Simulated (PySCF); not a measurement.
Isomers of C5H4F4O, mass 156.020 u with the commonest isotopes. Method: PBE0/def2-SVPD in PySCF (dipole) on a GFN2-xTB geometry, gas phase. One conformer each, none proved a minimum here; rigid rotors.

**Question.** Order these by out-of-plane moment Σ m c² = (Ia + Ib − Ic)/2, largest first.
A. `[F:1][C@H:2]1[CH:3]=[C:4]([O:5][C:6]([F:7])([F:8])[F:9])[CH2:10]1` with C3–C4–O5–C6 1°
B. `[CH2:1]=[C:2]([O:3][CH2:4][F:5])[C:6]([F:7])=[C:8]([F:9])[F:10]` with C1–C2–O3–C4 0°, C2–O3–C4–F5 180°, C1–C2–C6–F7 0°
C. `[O:1]=[C:2]([F:3])[C:4]1([C:5]([F:6])([F:7])[F:8])[CH2:9][CH2:10]1` with O1–C2–C4–C5 180°
D. `[CH3:1]/[CH:2]=[C:3](/[C:4](=[O:5])[F:6])[C:7]([F:8])([F:9])[F:10]` with C2–C3–C4–O5 180°

**Answer.** C (63.70 u·Å²), A (55.84 u·Å²), D (45.72 u·Å²), B (1.67 u·Å²).

**Question.** Order these by rotational constant C, largest first.
A. `[CH2:1]=[C:2]([O:3][CH2:4][F:5])[C:6]([F:7])=[C:8]([F:9])[F:10]` with C1–C2–O3–C4 0°, C2–O3–C4–F5 180°, C1–C2–C6–F7 0°
B. `[F:1][C@H:2]1[CH:3]=[C:4]([O:5][C:6]([F:7])([F:8])[F:9])[CH2:10]1` with C3–C4–O5–C6 1°
C. `[CH3:1]/[CH:2]=[C:3](/[C:4](=[O:5])[F:6])[C:7]([F:8])([F:9])[F:10]` with C2–C3–C4–O5 180°
D. `[O:1]=[C:2]([F:3])[C:4]1([C:5]([F:6])([F:7])[F:8])[CH2:9][CH2:10]1` with O1–C2–C4–C5 180°

**Answer.** D (963.7 MHz), C (821.5 MHz), B (660.0 MHz), A (599.6 MHz).

**Question.** Order these by rotational constant A, smallest first.
A. `[F:1][C@H:2]1[CH:3]=[C:4]([O:5][C:6]([F:7])([F:8])[F:9])[CH2:10]1` with C3–C4–O5–C6 1°
B. `[O:1]=[C:2]([F:3])[C:4]1([C:5]([F:6])([F:7])[F:8])[CH2:9][CH2:10]1` with O1–C2–C4–C5 180°
C. `[CH3:1]/[CH:2]=[C:3](/[C:4](=[O:5])[F:6])[C:7]([F:8])([F:9])[F:10]` with C2–C3–C4–O5 180°
D. `[CH2:1]=[C:2]([O:3][CH2:4][F:5])[C:6]([F:7])=[C:8]([F:9])[F:10]` with C1–C2–O3–C4 0°, C2–O3–C4–F5 180°, C1–C2–C6–F7 0°

**Answer.** C (1643 MHz), B (1914 MHz), D (2046 MHz), A (3514 MHz).

| SMILES | point group | Ia (u·Å²) | Ib (u·Å²) | Ic (u·Å²) | κ | μa (D) | μb (D) | μc (D) |
| --- | --- | --- | --- | --- | --- | --- | --- | --- |
| O=C(F)C1(C(F)(F)F)CC1 | Cs | 264.02 | 387.80 | 524.41 | -0.29 | 0.64 | 3.06 | 0.00 |
| C/C=C(/C(=O)F)C(F)(F)F | – | 307.63 | 398.99 | 615.17 | 0.08 | 1.60 | 4.56 | 0.01 |
| F[C@H]1C=C(OC(F)(F)F)C1 | C1 | 143.83 | 733.56 | 765.72 | -0.98 | 0.74 | 0.96 | 1.16 |
| C=C(OCF)C(F)=C(F)F | Cs | 247.03 | 599.11 | 842.81 | -0.66 | 1.41 | 2.11 | 0.00 |
